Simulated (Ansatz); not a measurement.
Mulliken charges of BClH$_{2}$SSi (`ClB1[SiH2]S1`) from PBE/def2-TZVPP in Ansatz (PBE0-D4/def2-TZVP geometry).

```csv
atom,x (Å),y (Å),z (Å),charge (e)
Cl1,-0.167,-2.680,0.670,-0.083
B2,-0.268,-1.044,0.142,0.224
Si3,0.398,0.759,-0.019,0.059
S4,-1.458,-0.106,-0.771,-0.133
H5,1.333,1.201,-1.080,-0.033
H6,0.204,1.806,1.011,-0.033
```

Question: By hand: the dipole of these point charges (1 e Å = 4.8032 D).

Answer: Σ q r = (0.121, -0.052, 0.080) e Å, of length 0.154 e Å = 0.74 D.

Question: How does the dipole of the full density compare? (An estimate is asked.)

Answer: The calculation gave: (0.134, 0.178, 0.021) e Å, 1.07 D; the point charges give 0.69 times that, at 75° from its direction.

Point charges leave out the atoms' own dipoles, such as those of lone pairs, and Mulliken's split depends on the basis, so the two needn't agree.
